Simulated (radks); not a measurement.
Task: Mn XVIII, configuration [He] 2s2 2p3 3p1 (not the ground configuration). All-electron calculation, Dirac Kohn-Sham, LDA (Slater exchange, Perdew-Wang correlation), spin-unpolarised, spherical densities, finite nucleus; open shells fill j = l - 1/2 first; Fermi nuclear charge, rms radius 3.7057 fm. Program: a radial shooting solver on a logarithmic mesh with Libxc functionals. Some entries of the table are withheld. Estimate them.

orbital,occ.,eigenvalue (eV),<r> (bohr),<1/r> (bohr^-1)
1s1/2,2,(1),0.06083,24.93
2s1/2,2,-1416.041,(2),5.654
2p1/2,2,-1335.845,0.2274,(3)
2p3/2,1,-1323.626,0.2300,(4)
3p1/2,1,-529.0603,(5),(6)
3p3/2,0,-526.0792,(7),(8)

Result: 
(1) 1s1/2 eigenvalue (eV): -7227.464
(2) 2s1/2 <r> (bohr): 0.2642
(3) 2p1/2 <1/r> (bohr^-1): 5.601
(4) 2p3/2 <1/r> (bohr^-1): 5.512
(5) 3p1/2 <r> (bohr): 0.6210
(6) 3p1/2 <1/r> (bohr^-1): 2.246
(7) 3p3/2 <r> (bohr): 0.6248
(8) 3p3/2 <1/r> (bohr^-1): 2.224
